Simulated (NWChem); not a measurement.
System: SiHBr$_{2}$F; SMILES Br[SiH](F)Br

NWChem printed, in part:

```
             Northwest Computational Chemistry Package (NWChem) 7.3.0
             --------------------------------------------------------

                             Geometry "geometry" -> ""
                             -------------------------

 Output coordinates in angstroms (scale by  1.889725989 to convert to a.u.)

  No.       Tag          Charge          X              Y              Z
 ---- ---------------- ---------- -------------- -------------- --------------
    1 Si                  14.0000     0.72549900     0.43931100     0.00000000
    2 F                    9.0000     2.06900100    -0.43453600     0.00000000
    3 Br                  35.0000    -0.43055500    -0.04530500     1.82717500
    4 Br                  35.0000    -0.43055500    -0.04530500    -1.82717500
    5 H                    1.0000     1.07857200     1.86844900     0.00000000

 Effective nuclear repulsion energy (a.u.)     578.9601614226

  xc_inp: hfexch multiplicative factor not found.
                              NWChem Property Module
                              ----------------------

  itol2e modified to match energy
  convergence criterion.

                                 NWChem DFT Module
                                 -----------------

 Summary of "ao basis" -> "ao basis" (spherical)
 ------------------------------------------------------------------------------
       Tag                 Description            Shells   Functions and Types
 ---------------- ------------------------------  ------  ---------------------
 Si                         def2-svp                 8       18   4s3p1d
 F                          def2-svp                 6       14   3s2p1d
 Br                         def2-svp                12       32   5s4p3d
 H                          def2-svp                 3        5   2s1p

  itol2e modified to match energy
  convergence criterion.

            General Information
            -------------------
          SCF calculation type: DFT
          Wavefunction type:  closed shell.
          No. of atoms     :     5
          No. of electrons :    94
           Alpha electrons :    47
            Beta electrons :    47
          Charge           :     0
          Spin multiplicity:     1
          Use of symmetry is: off; symmetry adaption is: off
          Maximum number of iterations: 150
          AO basis - number of functions:   101
                     number of shells:    41
          Convergence on energy requested:  1.00D-07
          Convergence on density requested:  1.00D-05
          Convergence on gradient requested:  5.00D-04

              XC Information
              --------------
                     Hartree-Fock (Exact) Exchange  1.000

      Superposition of Atomic Density Guess
      -------------------------------------

 Sum of atomic energies:       -5532.70195175

      Non-variational initial energy
      ------------------------------

 Total energy =   -5533.500171
 1-e energy   =   -8859.861589
 2-e energy   =    2747.401257
 HOMO         =      -0.381578
 LUMO         =       0.051809

   convergence    iter        energy       DeltaE   RMS-Dens  Diis-err
 ---------------- ----- ----------------- --------- --------- ---------
 d= 0,ls=0.0,diis     1  -5533.0718125250 -6.11D+03  7.46D-03  4.85D-01
 d= 0,ls=0.0,diis     2  -5533.1205794669 -4.88D-02  2.57D-03  1.71D-01
 d= 0,ls=0.0,diis     3  -5533.1386813557 -1.81D-02  5.82D-04  2.17D-03
 d= 0,ls=0.0,diis     4  -5533.1391404654 -4.59D-04  1.72D-04  2.46D-04
 d= 0,ls=0.0,diis     5  -5533.1391918399 -5.14D-05  5.55D-05  1.56D-05
  Resetting Diis
 d= 0,ls=0.0,diis     6  -5533.1391964890 -4.65D-06  2.14D-05  1.84D-06
 d= 0,ls=0.0,diis     7  -5533.1391970623 -5.73D-07  5.91D-06  1.63D-07
 d= 0,ls=0.0,diis     8  -5533.1391971142 -5.18D-08  2.51D-06  3.46D-08

         Total DFT energy =    -5533.139197114174
      One electron energy =    -8860.283225407185
           Coulomb energy =     2958.417733182638
    Exchange-Corr. energy =     -210.233866312253
 Nuclear repulsion energy =      578.960161422627

 Numeric. integr. density =        0.000000000000

                       DFT Final Molecular Orbital Analysis
                       ------------------------------------

 Vector   45  Occ=2.000000D+00  E=-4.460167D-01
              MO Center= -2.3D-01,  1.2D-01,  4.8D-11, r^2= 4.7D+00
   Bfn.  Coefficient  Atom+Function         Bfn.  Coefficient  Atom+Function
  ----- ------------  ---------------      ----- ------------  ---------------
    48      0.395425  3 Br py                80      0.395425  4 Br py
    45      0.340824  3 Br py                77      0.340824  4 Br py
    42     -0.225646  3 Br py                74     -0.225646  4 Br py
    97     -0.175545  5 H  s                 98     -0.158063  5 H  s
    47      0.098035  3 Br px                79      0.098035  4 Br px

 Vector   46  Occ=2.000000D+00  E=-4.440884D-01
              MO Center= -3.9D-01, -2.4D-02, -5.0D-11, r^2= 4.7D+00
   Bfn.  Coefficient  Atom+Function         Bfn.  Coefficient  Atom+Function
  ----- ------------  ---------------      ----- ------------  ---------------
    48      0.405997  3 Br py                80     -0.405997  4 Br py
    45      0.346189  3 Br py                77     -0.346189  4 Br py
    42     -0.229516  3 Br py                74      0.229516  4 Br py
    47     -0.157069  3 Br px                79      0.157069  4 Br px
    44     -0.132185  3 Br px                76      0.132185  4 Br px

 Vector   47  Occ=2.000000D+00  E=-4.314866D-01
              MO Center= -3.7D-01, -2.5D-02, -4.3D-12, r^2= 4.8D+00
   Bfn.  Coefficient  Atom+Function         Bfn.  Coefficient  Atom+Function
  ----- ------------  ---------------      ----- ------------  ---------------
    49      0.326046  3 Br pz                81      0.326046  4 Br pz
    47      0.292141  3 Br px                79     -0.292141  4 Br px
    46      0.278440  3 Br pz                78      0.278440  4 Br pz
    44      0.252794  3 Br px                76     -0.252794  4 Br px
    43     -0.184396  3 Br pz                75     -0.184396  4 Br pz

 Vector   48  Occ=0.000000D+00  E= 1.216969D-01
              MO Center=  5.1D-02,  4.4D-01, -9.4D-13, r^2= 4.3D+00
   Bfn.  Coefficient  Atom+Function         Bfn.  Coefficient  Atom+Function
  ----- ------------  ---------------      ----- ------------  ---------------
     4      0.928015  1 Si s                 11     -0.824432  1 Si px
     3      0.627974  1 Si s                 49      0.589332  3 Br pz
    81     -0.589332  4 Br pz                98     -0.527431  5 H  s
    37     -0.441866  3 Br s                 69     -0.441866  4 Br s
     2      0.297389  1 Si s                  8     -0.255231  1 Si px

 Vector   49  Occ=0.000000D+00  E= 1.516071D-01
              MO Center=  6.4D-01,  2.0D-01, -4.1D-12, r^2= 3.9D+00
   Bfn.  Coefficient  Atom+Function         Bfn.  Coefficient  Atom+Function
  ----- ------------  ---------------      ----- ------------  ---------------
    11      0.748444  1 Si px                12     -0.675387  1 Si py
    21     -0.579630  2 F  s                  3      0.423426  1 Si s
     4      0.371687  1 Si s                 47     -0.242172  3 Br px
    79     -0.242172  4 Br px                 2      0.213471  1 Si s
    25      0.191159  2 F  px                48      0.160562  3 Br py

 Vector   50  Occ=0.000000D+00  E= 1.623739D-01
              MO Center=  7.5D-01,  5.8D-01,  5.4D-12, r^2= 4.1D+00
   Bfn.  Coefficient  Atom+Function         Bfn.  Coefficient  Atom+Function
  ----- ------------  ---------------      ----- ------------  ---------------
    13      1.433619  1 Si pz                37     -0.544827  3 Br s
    69      0.544827  4 Br s                 47     -0.441557  3 Br px
    79      0.441557  4 Br px                49      0.363462  3 Br pz
    81      0.363462  4 Br pz                10      0.283449  1 Si pz
    27     -0.227538  2 F  pz                48     -0.193558  3 Br py

     Multipole analysis of the density
     ---------------------------------

     L   x y z        total         alpha         beta         nuclear
     -   - - -        -----         -----         ----         -------
     0   0 0 0     -0.000000    -47.000000    -47.000000     94.000000

     1   1 0 0     -0.071906      0.230766      0.230766     -0.533438
     1   0 1 0      0.515361     -0.627306     -0.627306      1.769972
     1   0 0 1      0.000000      0.000000      0.000000      0.000000

     2   2 0 0    -42.781635   -128.586168   -128.586168    214.390701
     2   1 1 0      1.676069      1.282142      1.282142     -0.888216
     2   1 0 1     -0.000000     -0.000000     -0.000000      0.000000
     2   0 2 0    -40.353942    -34.525671    -34.525671     28.697400
     2   0 1 1      0.000000      0.000000      0.000000      0.000000
     2   0 0 2    -41.439659   -437.998326   -437.998326    834.556993

          -----------------------
          Electric field gradient
          -----------------------

 1 a.u. = 0.324123 10**(16) esu/cm**3  ( or statvolts/cm**2 ) = 0.97174 10**(22) v/m**2

 ------------------------------------------------------------
   Atom      X         Y         Z
 ------------------------------------------------------------
    1 Si   1.37099   0.83018   0.00000
 ------------------------------------------------------------

 Electric field gradient in molecular frame (a.u.)
         XX             YY             ZZ             XY             XZ             YZ
 ------------------------------------------------------------------------------------------
       -0.203035       0.459450      -0.256415       0.180401       0.000000      -0.000000

 Principal components (a.u.) and orientation
 of principal axis w.r.t. absolute frame                      Asymmetry parameter eta
 --------------------------------------------------------------------------------------
        0.505389      -0.256415      -0.248975                       0.014721

        0.246776      -0.000000       0.969073
        0.969073       0.000000      -0.246776
        0.000000       1.000000       0.000000

 ------------------------------------------------------------
   Atom      X         Y         Z
 ------------------------------------------------------------
    2 F    3.90984  -0.82115   0.00000
 ------------------------------------------------------------

 Electric field gradient in molecular frame (a.u.)
         XX             YY             ZZ             XY             XZ             YZ
 ------------------------------------------------------------------------------------------
       -0.770468       0.140586       0.629882       0.859861      -0.000000      -0.000000

 Principal components (a.u.) and orientation
 of principal axis w.r.t. absolute frame                      Asymmetry parameter eta
 --------------------------------------------------------------------------------------
       -1.288011       0.658129       0.629882                       0.021931

        0.856777       0.515687       0.000000
       -0.515687       0.856777       0.000000
        0.000000      -0.000000       1.000000

 ------------------------------------------------------------
   Atom      X         Y         Z
 ------------------------------------------------------------
    3 Br  -0.81363  -0.08561   3.45286
 ------------------------------------------------------------

 Electric field gradient in molecular frame (a.u.)
         XX             YY             ZZ             XY             XZ             YZ
 ------------------------------------------------------------------------------------------
        0.467683       1.942047      -2.409730      -0.615415       2.797719       1.120541

 Principal components (a.u.) and orientation
 of principal axis w.r.t. absolute frame                      Asymmetry parameter eta
 --------------------------------------------------------------------------------------
       -4.375185       2.246179       2.129006                       0.026781

       -0.509066       0.454687       0.730829
       -0.198166       0.764360      -0.613583
        0.837605       0.457179       0.299006

 ------------------------------------------------------------
   Atom      X         Y         Z
 ------------------------------------------------------------
    4 Br  -0.81363  -0.08561  -3.45286
 ------------------------------------------------------------

 Electric field gradient in molecular frame (a.u.)
         XX             YY             ZZ             XY             XZ             YZ
 ------------------------------------------------------------------------------------------
        0.467683       1.942047      -2.409730      -0.615415      -2.797719      -1.120541

 Principal components (a.u.) and orientation
 of principal axis w.r.t. absolute frame                      Asymmetry parameter eta
 --------------------------------------------------------------------------------------
       -4.375185       2.246179       2.129006                       0.026781

        0.509066       0.454687       0.730829
        0.198166       0.764360      -0.613583
        0.837605      -0.457179      -0.299006

 ------------------------------------------------------------
   Atom      X         Y         Z
 ------------------------------------------------------------
    5 H    2.03821   3.53086   0.00000
 ------------------------------------------------------------

 Electric field gradient in molecular frame (a.u.)
         XX             YY             ZZ             XY             XZ             YZ
 ------------------------------------------------------------------------------------------
        0.064289      -0.141247       0.076958      -0.052110      -0.000000       0.000000

 Principal components (a.u.) and orientation
 of principal axis w.r.t. absolute frame                      Asymmetry parameter eta
 --------------------------------------------------------------------------------------
       -0.153704       0.076958       0.076745                       0.001385

        0.232495      -0.000000       0.972598
        0.972598       0.000000      -0.232495
        0.000000       1.000000       0.000000
```

Level: Hartree-Fock/def2-SVP. Structure relaxed at the B3LYP/6-31G* (spherical d) level. NWChem prints the field gradient with the sign opposite to the second derivative of the potential.

Q: Write an input that gives this output.

A: Several could match; the one computed here: the input that was run:
```
start job
memory heap 200 mb stack 900 mb global 1100 mb
geometry units angstroms noautosym nocenter noautoz
  Si     0.725499     0.439311     0.000000
  F      2.069001    -0.434536     0.000000
  Br    -0.430555    -0.045305     1.827175
  Br    -0.430555    -0.045305    -1.827175
  H      1.078572     1.868449     0.000000
end
basis spherical
  * library def2-svp
end
dft
  xc hfexch
  iterations 150
end
property
  efieldgrad
end
task dft property
```
